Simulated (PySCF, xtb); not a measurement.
C2H4BFO2, SMILES CC(=O)B(O)F.

Geometry optimised at B3LYP-D3(BJ)/def2-SVP. This is a generated structure with no PubChem entry under its InChIKey; it may be hypothetical. Other conformers were not sampled.

Level of theory: C-PCM-ωB97X/def2-SVP (PySCF 2.14.0).

The values are the electrostatic part of the solvation free energy, E(continuum) − E(gas) at the gas-phase geometry, in a cavity of scaled van der Waals radii (PySCF's table); cavitation and dispersion terms are not included. In vacuum the orbital gap is 10.47 eV. The dipole moment in vacuum is 1.42 D.

```json
[
 {"solvent": "water", "ε": "78.36", "ΔG(elec) (kcal/mol)": "-5.7", "dipole (D)": "1.69", "gap (eV)": "10.53"},
 {"solvent": "n-hexane", "ε": "1.88", "ΔG(elec) (kcal/mol)": "-2.6", "dipole (D)": "1.54", "gap (eV)": "10.50"},
 {"solvent": "ethylethanoate", "ε": "5.99", "ΔG(elec) (kcal/mol)": "-4.7", "dipole (D)": "1.64", "gap (eV)": "10.52"}
]
```

For comparison, GFN2-xTB/ALPB(water) (xtb, at the GFN2-xTB geometry, all terms of that model) gives -6.6 kcal/mol.
